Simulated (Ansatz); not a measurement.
Input file for C3H8BNSi, SMILES `BC(=C)N1C[SiH2]1`:

```yaml
crystal:
  periodic: [false, false, false]
  atoms:
    - {symbol: B, position_ang: [0.774866, -1.865259, 0.415454]}
    - {symbol: C, position_ang: [0.694845, -0.327058, 0.462420]}
    - {symbol: C, position_ang: [1.464563, 0.308931, 1.373558]}
    - {symbol: N, position_ang: [-0.096088, 0.372923, -0.426966]}
    - {symbol: C, position_ang: [-1.241376, -0.107262, -1.209736]}
    - {symbol: Si, position_ang: [-1.148036, 1.671293, -0.729229]}
    - {symbol: H, position_ang: [1.475981, -2.422805, 1.205661]}
    - {symbol: H, position_ang: [0.157801, -2.502657, -0.387524]}
    - {symbol: H, position_ang: [2.095782, -0.264605, 2.037258]}
    - {symbol: H, position_ang: [1.486720, 1.392216, 1.465199]}
    - {symbol: H, position_ang: [-1.949021, -0.751601, -0.683913]}
    - {symbol: H, position_ang: [-1.017192, -0.456281, -2.217156]}
    - {symbol: H, position_ang: [-0.695914, 2.748598, -1.637877]}
    - {symbol: H, position_ang: [-2.015831, 2.174267, 0.361650]}
basis:
  gaussian: {orbitals: def2-TZVPP}
correlation: {method: ccsd_t}
```

```sh
$ ansatz run in.yaml --threads 4 --pin off --events-out ev --progress --plain --max-ram 10444MiB
```

The program prints (abridged):

```
Functional definition: HF
1817 factors; integrals over basis functions are off by at most 8.8e-4 eV
mean field evaluation 1: about -13228.6336 eV, gradient 4.0e1 eV
mean field evaluation 2: about -13228.9835 eV, gradient 4.0e1 eV
mean field evaluation 4: about -13233.5712 eV, gradient 6.3e0 eV
mean field evaluation 8: about -13233.6886 eV, gradient 3.6e-1 eV
mean field evaluation 16: about -13233.6892 eV, gradient 2.1e-6 eV
mean field -13233.68920013 eV, -486.3291079880 hartree, gradient 2.1e-6 eV, S^2 0.000000; 0 other end points of the search recorded, 0 dependent functions left out; unrestricted orbitals would lower it
10 core orbitals not correlated: weight in the atoms' cores, before any rotation towards them, 1.000 or more for the frozen orbitals, at most 0.000 for the correlated occupied ones
reference -13233.68920013 eV, -486.3291079880 hartree; 16, 16 occupied and 283, 283 virtual orbitals, 1817 factors
second order -24.86087800 eV of doubles, -0.00000000 eV of singles
cycle   1  -25.39884801 eV  change   -5.4e-1 eV  update   1.2e-1
cycle   2  -26.11156839 eV  change   -7.1e-1 eV  update   3.7e-2
cycle   3  -26.26640742 eV  change   -1.5e-1 eV  update   1.9e-2
cycle   4  -26.25466678 eV  change    1.2e-2 eV  update   5.1e-3
cycle   5  -26.25299442 eV  change    1.7e-3 eV  update   2.5e-3
cycle   6  -26.25368606 eV  change   -6.9e-4 eV  update   8.6e-4
cycle   7  -26.25315465 eV  change    5.3e-4 eV  update   3.3e-4
cycle   8  -26.25310112 eV  change    5.4e-5 eV  update   1.5e-4
cycle   9  -26.25315614 eV  change   -5.5e-5 eV  update   5.2e-5
cycle  10  -26.25313533 eV  change    2.1e-5 eV  update   2.6e-5
perturbative correction -1.21125220 eV, -0.0445126973 hartree
Total energy: -13261.15358766 eV, -487.3384056136 hartree
```

Hardware: 4 threads of an Arm Neoverse V1 on a shared host. Wall time 18 min, peak host memory 4.3 GiB.

The correlation energy is -27.464 eV, 4.4 % of it from (T); the T1 diagnostic reads 0.0129.
